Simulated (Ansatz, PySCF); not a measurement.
Gas-phase reaction in SMILES: CCB(OC)OC [ethyl(dimethoxy)borane] + 2 B (BH3) + C (CH4) + 2 O (H2O) → BC (CH5B) [methylborane] + 2 BO (H3BO) + CC (C2H6) [ethane] + 2 CO (CH4O)
Geometries: B3LYP-D3(BJ)/def2-TZVP minima from Ansatz (a quantum-chemistry and plane-wave program), one conformer each, not searched for the lowest. Frequencies are from Ansatz or PySCF.

Wanted: bond separation energy (0 K, with B3LYP-D3(BJ) harmonic zero-point energies), in kJ/mol. Valence correlation only, unless marked. No spin-orbit coupling. No relativistic terms. Basis-set limits of correlation are two-point, X^-3; Hartree-Fock from the larger set. The bracket is a focal-point correction in the basis named.

Level to compare with: RI-MP2/CBS(cc-pVTZ,cc-pVQZ)+[CCSD(T)-MP2]/cc-pVTZ (Ansatz), -9.5 kJ/mol. It is a level with limits of its own, and the differences hold the functionals' basis error too.

Rank these functionals by how close they come to RI-MP2/CBS(cc-pVTZ,cc-pVQZ)+[CCSD(T)-MP2]/cc-pVTZ, closest first: HSE06/def2-TZVPD (Ansatz); r2SCAN/def2-TZVPD (Ansatz); PBE/def2-TZVPD (Ansatz).

r2SCAN/def2-TZVPD (meta-GGA, -21.4 kJ/mol, difference -11.9), HSE06/def2-TZVPD (screened hybrid, -30.1 kJ/mol, difference -20.6), PBE/def2-TZVPD (GGA, -37.5 kJ/mol, difference -28.0)
